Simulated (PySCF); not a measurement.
# What a mistake does to a calculation on AlBCH3N

These are calculations, not measurements. They come from PySCF 2.14.0, an open-source quantum chemistry program, on an isolated molecule that a program drew, which may never have been made. The molecule is AlBCH3N (charge 0, singlet), drawn as the SMILES string `C=B[NH][Al]`.

Each row is a Hartree-Fock (HF) and frozen-core CCSD(T) single point in the cc-pV(D+d)Z basis, meant for a local HF minimum. Run 1 is clean. Each other run has one planted mistake out of seven kinds, and not every kind appears here: one electron removed, one electron added, multiplicity raised by two, geometry at a saddle point, minimal basis STO-3G, one bond length entered in bohr, all coordinates scaled. The reference is restricted for singlets and unrestricted otherwise, and also for a bond in bohr. Adding or removing an electron swaps singlet and doublet. Electrons count all cores. HOMO and LUMO are orbital energies over both spins, the gradient is its largest component, and the lowest frequency (negative if imaginary) is given only where the gradient is small. Bond lengths are over the 6 bonds as drawn. T1 is the CCSD diagnostic: over 0.02 (restricted) or 0.045 (unrestricted) a single reference is doubtful.

Geometry of the clean run:
```xyz
7
AlBCH3N, angstrom
C    -1.2452   -0.5409   -1.0504
B    -1.8216    0.4802   -0.2940
N    -2.2794    1.4251    0.5909
Al   -1.4864    1.3108    2.2682
H    -1.6844   -1.5304   -1.1057
H    -0.3602   -0.3771   -1.6545
H    -2.9776    2.0705    0.2629
```

| run | electrons | basis functions | <S^2> | HOMO (eV) | LUMO (eV) | gradient (hartree/bohr) | lowest frequency (cm^-1) | mean bond (Å) | longest bond (Å) | T1 | HF (hartree) | CCSD(T) (hartree) | mistake |
|---|---|---|---|---|---|---|---|---|---|---|---|---|---|
| 1 | 34 | 80 | 0.000 | -8.14 | 1.16 | 3.2e-05 | 76 | 1.3002 | 1.859 | 0.0154 | -360.68453 | -361.16060 | no fault |
| 2 | 35 | 80 | 0.780 | 0.13 | 6.32 | 3.6e-02 | - | 1.3002 | 1.859 | 0.0189 | -360.66039 | -361.14391 | one electron added |
| 3 | 34 | 80 | 1.148 | -8.85 | 0.96 | 3.0e-02 | - | 1.5038 | 2.595 | 0.0644 | -360.49826 | -360.95629 | one bond length entered in bohr |
| 4 | 34 | 80 | 0.000 | -7.59 | 0.87 | 3.1e-05 | -672 | 1.3018 | 1.838 | 0.0167 | -360.66112 | -361.13282 | geometry at a saddle point |
| 5 | 33 | 80 | 0.852 | -13.21 | -5.45 | 9.3e-02 | - | 1.3002 | 1.859 | 0.0337 | -360.44149 | -360.87394 | ? |
| 6 | 34 | 80 | 0.000 | -8.27 | 1.23 | 1.9e-02 | - | 1.2703 | 1.816 | 0.0147 | -360.68039 | -361.15207 | ? |

**Which mistake was planted in run 5, and what did it cost?**

It counts 33 electrons, one fewer than the clean run, at the same geometry and basis. So the mistake is: one electron removed. Subtracting run 1 and multiplying by 627.51 kcal/mol a hartree, the energy moved by 152.5 kcal/mol in HF and 179.9 kcal/mol in CCSD(T).

**Which mistake was planted in run 6, and what did it cost?**

The mean and the longest bond both change by the same factor, 0.977, and the gradient is no longer small. So the mistake is: all coordinates scaled. Subtracting run 1 and multiplying by 627.51 kcal/mol a hartree, the energy moved by 2.6 kcal/mol in HF and 5.4 kcal/mol in CCSD(T).

Cautions from the logs. Run 2: the HOMO is above zero, so the electron isn't bound and the energy depends on the basis; run 3: T1 is over the limit, so its CCSD(T) energy is less reliable.
